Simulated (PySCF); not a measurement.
H10Si4, triplet, at the geometry of the source list (a higher spin typed on purpose: for a closed-shell molecule this is an excited state); DF-PBE/def2-SV(P) run with PySCF.

Here is a job for PySCF.
```python
from pyscf import gto, scf, dft

mol = gto.M(
    atom='''
Si    2.098800   -0.873000    0.892900
Si    1.094900    1.112000    0.257600
Si   -0.717300    0.797700   -1.162400
Si   -2.374600   -0.521200   -0.232300
H     3.280500   -0.736400    1.746500
H     1.154600   -1.721800    1.625400
H     2.525300   -1.643100   -0.279300
H     2.093500    2.032300   -0.310600
H     0.632100    1.835000    1.455500
H    -0.234300    0.176000   -2.408200
H    -1.281500    2.072900   -1.634200
H    -2.842000    0.042300    1.037700
H    -3.566900   -0.711800   -1.060400
H    -1.863200   -1.860900    0.071800
''',
    basis='def2-sv(p)',
    charge=0,
    spin=2,
    verbose=3,
)

mf = dft.UKS(mol)
mf.xc = 'pbe'
mf = mf.density_fit(auxbasis='def2-universal-jkfit')
mf.kernel()
mf.analyze()
```

### Question
Write the output that PySCF gives for this input, abridged.

### Answer

```
SCF not converged.
SCF energy = -1162.73798197909 after 50 cycles  <S^2> = 2.0044571  2S+1 = 3.0029699
**** MO energy ****
                             alpha | beta                alpha | beta
MO #1   energy= -65.4145625825782  | -65.4126233575653  occ= 1 | 1
MO #2   energy= -65.4142761425748  | -65.4123402805171  occ= 1 | 1
MO #3   energy= -65.3989270041595  | -65.398368141372   occ= 1 | 1
MO #4   energy= -65.3988813955291  | -65.3983361399862  occ= 1 | 1
MO #5   energy= -5.07492304712515  | -5.07253253926879  occ= 1 | 1
MO #6   energy= -5.07467904532763  | -5.07229229635236  occ= 1 | 1
MO #7   energy= -5.06100842943808  | -5.06032991865342  occ= 1 | 1
MO #8   energy= -5.06097685741981  | -5.06030463669444  occ= 1 | 1
MO #9   energy= -3.49427489256828  | -3.48947610861413  occ= 1 | 1
MO #10  energy= -3.49368564607015  | -3.48896493994191  occ= 1 | 1
MO #11  energy= -3.48741223771548  | -3.48596190233992  occ= 1 | 1
MO #12  energy= -3.48716541664697  | -3.48572175160677  occ= 1 | 1
MO #13  energy= -3.48565025598276  | -3.48306370455612  occ= 1 | 1
MO #14  energy= -3.48541530451951  | -3.48282216057474  occ= 1 | 1
MO #15  energy= -3.47643766239149  | -3.47504787383537  occ= 1 | 1
MO #16  energy= -3.4763806949133   | -3.47502397868122  occ= 1 | 1
MO #17  energy= -3.47425843744576  | -3.47380035634958  occ= 1 | 1
MO #18  energy= -3.47424345415359  | -3.4737892485121   occ= 1 | 1
MO #19  energy= -3.47377961008165  | -3.47310663299533  occ= 1 | 1
MO #20  energy= -3.47377535973651  | -3.473089018798    occ= 1 | 1
MO #21  energy= -0.558672244134134 | -0.537223182677346 occ= 1 | 1
MO #22  energy= -0.518375639253497 | -0.507217686935039 occ= 1 | 1
MO #23  energy= -0.483369773279086 | -0.471890467484078 occ= 1 | 1
MO #24  energy= -0.446796227147423 | -0.438806155572339 occ= 1 | 1
MO #25  energy= -0.343634362143699 | -0.334974889249002 occ= 1 | 1
MO #26  energy= -0.342878816049884 | -0.333355052745524 occ= 1 | 1
MO #27  energy= -0.327260168705427 | -0.319190193599204 occ= 1 | 1
MO #28  energy= -0.322191274121562 | -0.314786055093994 occ= 1 | 1
MO #29  energy= -0.311701454537303 | -0.306919282904006 occ= 1 | 1
MO #30  energy= -0.308935958027632 | -0.30495015958828  occ= 1 | 1
MO #31  energy= -0.299943612193559 | -0.285507422723576 occ= 1 | 1
MO #32  energy= -0.291183807050455 | -0.272348854279452 occ= 1 | 1
MO #33  energy= -0.286131210978516 | -0.259350570392757 occ= 1 | 0
MO #34  energy= -0.0630355743937038 | -0.0407247706116145 occ= 1 | 0
MO #35  energy= -0.0572736631331304 | -0.0297354003490202 occ= 0 | 0
MO #36  energy= -0.0286340317378131 | -0.0155114040513541 occ= 0 | 0
MO #37  energy= -0.0211788137027642 | -0.0042671948938281 occ= 0 | 0
MO #38  energy= -0.0128584018664811 | -0.000173306692616726 occ= 0 | 0
MO #39  energy= -0.00139776171382833 | 0.0114768558136898 occ= 0 | 0
MO #40  energy= 0.0171437914579637 | 0.0246370808344468 occ= 0 | 0
MO #41  energy= 0.0402643963141733 | 0.0490211555017676 occ= 0 | 0
MO #42  energy= 0.0436310230393145 | 0.0532188907672236 occ= 0 | 0

To work with the spin densities directly, `use mulliken_meta_spin()` only printing them here.

 ** Mulliken spin pop alpha/beta on meta-lowdin orthogonal AOs **
 ** Mulliken Spin Density (per atom)  **
spin density of  0 Si =      0.19473
spin density of  1 Si =      0.62809
spin density of  2 Si =      0.62986
spin density of  3 Si =      0.20011
spin density of  4 H =      0.08181
spin density of  5 H =     -0.00522
spin density of  6 H =      0.01586
spin density of  7 H =      0.03078
spin density of  8 H =      0.05058
spin density of  9 H =      0.05059
spin density of  10 H =      0.02844
spin density of  11 H =      0.01591
spin density of  12 H =      0.08372
spin density of  13 H =     -0.00525
 ** Mulliken pop alpha/beta on meta-lowdin orthogonal AOs **
 ** Mulliken atomic charges   ( Nelec_alpha | Nelec_beta ) **
charge of  0Si =      0.22103  (     6.98685      6.79212 )
charge of  1Si =      0.13254  (     7.24777      6.61969 )
charge of  2Si =      0.13390  (     7.24798      6.61812 )
charge of  3Si =      0.22130  (     6.98940      6.78930 )
charge of  4H =     -0.06487  (     0.57334      0.49153 )
charge of  5H =     -0.06086  (     0.52782      0.53304 )
charge of  6H =     -0.07632  (     0.54609      0.53023 )
charge of  7H =     -0.05634  (     0.54356      0.51278 )
charge of  8H =     -0.09599  (     0.57328      0.52270 )
charge of  9H =     -0.09610  (     0.57334      0.52275 )
charge of  10H =     -0.05554  (     0.54199      0.51355 )
charge of  11H =     -0.07636  (     0.54614      0.53022 )
charge of  12H =     -0.06559  (     0.57466      0.49093 )
charge of  13H =     -0.06081  (     0.52778      0.53303 )
Dipole moment(X, Y, Z, Debye):  0.00249,  0.03582, -0.01920
```

The run did not converge; its last values are not results.
